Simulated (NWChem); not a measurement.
System meant: C₄H₁₂O₄Si; SMILES CO[Si](OC)(OC)OC

NWChem input:

```
start job
memory heap 200 mb stack 900 mb global 1100 mb
geometry units angstroms noautoz
  C     -0.957813    -1.962673     1.615211
  O      0.119029    -1.397777     0.886746
  Si     0.000000     0.000000     0.000000
  O      1.397777     0.119029    -0.886746
  C      1.962673    -0.957813    -1.615211
  O     -1.397777    -0.119029    -0.886746
  C     -1.962673     0.957813    -1.615211
  O     -0.119029     1.397777     0.886746
  C      0.957813     1.962673     1.615211
  H     -1.861884    -2.090627     0.980334
  H     -1.236867    -1.334198     2.490992
  H     -0.645703    -2.958494     1.991355
  H      2.958494    -0.645703    -1.991355
  H      1.334198    -1.236867    -2.490992
  H      2.090627    -1.861884    -0.980334
  H     -2.090627     1.861884    -0.980334
  H     -1.334198     1.236867    -2.490992
  H     -2.958494     0.645703    -1.991355
  H      1.236867     1.334198     2.490992
  H      1.861884     2.090627     0.980334
  H      0.645703     2.958494     1.991355
end
basis spherical
  * library def2-svp
end
dft
  odft
  mult 2
  xc b3lyp
  iterations 150
  semidirect filesize 400000000
  mulliken
end
task dft energy
```

End of the output:

```
                                 NWChem DFT Module
                                 -----------------

 Summary of "ao basis" -> "ao basis" (spherical)
 ------------------------------------------------------------------------------
       Tag                 Description            Shells   Functions and Types
 ---------------- ------------------------------  ------  ---------------------
 C                          def2-svp                 6       14   3s2p1d
 O                          def2-svp                 6       14   3s2p1d
 Si                         def2-svp                 8       18   4s3p1d
 H                          def2-svp                 3        5   2s1p

 Summary of "ao basis" -> "ao basis" (spherical)
 ------------------------------------------------------------------------------
       Tag                 Description            Shells   Functions and Types
 ---------------- ------------------------------  ------  ---------------------
 C                          def2-svp                 6       14   3s2p1d
 O                          def2-svp                 6       14   3s2p1d
 Si                         def2-svp                 8       18   4s3p1d
 H                          def2-svp                 3        5   2s1p

      Symmetry analysis of basis
      --------------------------

        a          48
        b          48
        e+         47
        e-         47

  number of electrons :                   82
  multiplicity        :                    2
 ------------------------------------------------------------------------
  no. of electrons and multiplicity not compatible                  82
 ------------------------------------------------------------------------
 ------------------------------------------------------------------------
  current input line :
    37: task dft energy
 ------------------------------------------------------------------------
 ------------------------------------------------------------------------
 There is an error in the input file
 ------------------------------------------------------------------------
 For more information see the NWChem manual at https://nwchemgit.github.io

0: no. of electrons and multiplicity not compatible:Received an Error in Communication
```

Task: What is wrong, and how is it mended?

Result: The program refused the input. Cause: the multiplicity doesn't fit the number of electrons (an even count wants an odd multiplicity, and the reverse). This input runs:
```
start job
memory heap 200 mb stack 900 mb global 1100 mb
geometry units angstroms noautoz
  C     -0.957813    -1.962673     1.615211
  O      0.119029    -1.397777     0.886746
  Si     0.000000     0.000000     0.000000
  O      1.397777     0.119029    -0.886746
  C      1.962673    -0.957813    -1.615211
  O     -1.397777    -0.119029    -0.886746
  C     -1.962673     0.957813    -1.615211
  O     -0.119029     1.397777     0.886746
  C      0.957813     1.962673     1.615211
  H     -1.861884    -2.090627     0.980334
  H     -1.236867    -1.334198     2.490992
  H     -0.645703    -2.958494     1.991355
  H      2.958494    -0.645703    -1.991355
  H      1.334198    -1.236867    -2.490992
  H      2.090627    -1.861884    -0.980334
  H     -2.090627     1.861884    -0.980334
  H     -1.334198     1.236867    -2.490992
  H     -2.958494     0.645703    -1.991355
  H      1.236867     1.334198     2.490992
  H      1.861884     2.090627     0.980334
  H      0.645703     2.958494     1.991355
end
basis spherical
  C library def2-svp
  O library def2-svp
  Si library def2-svp
  H library def2-svp
end
dft
  xc b3lyp
  iterations 150
  semidirect filesize 400000000
  mulliken
end
task dft energy
```
It converges to -749.75795 Ha (B3LYP/def2-SVP).
